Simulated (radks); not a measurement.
Values are calculated unless marked as measured or tabulated.
All-electron atom: Sr3+ in [Ar] 3d10 4s2 4p5. Level of theory: Dirac Kohn-Sham, BLYP, spin-unpolarised, spherical densities, finite nucleus; open shells fill j = l - 1/2 first; Fermi nuclear charge, rms radius 4.224 fm (a radial shooting solver on a logarithmic mesh with Libxc functionals).

Normalised radial functions P(r) = r R(r) (large component), r in bohr:

r	3d5/2
0.005521	0.0002
0.00719	0.0004
0.009362	0.0008
0.01209	0.0016
0.01575	0.0034
0.0205	0.0071
0.02649	0.0142
0.03449	0.0285
0.04491	0.0555
0.05801	0.1027
0.07554	0.1861
0.09758	0.3155
0.1271	0.5113
0.1654	0.7682
0.2137	1.0458
0.2783	1.2945
0.3624	1.4163
0.4681	1.3498
0.6095	1.0979
0.7936	0.7446
1.025	0.4165
1.335	0.1772
1.724	0.0565
2.245	0.0116
2.924	0.0014
3.777	0.0001
4.918	0.0000

3d5/2: eigenvalue -157.24 eV, 0 radial nodes, <r> = 0.499 bohr, 90 % of the charge inside 0.809 bohr.
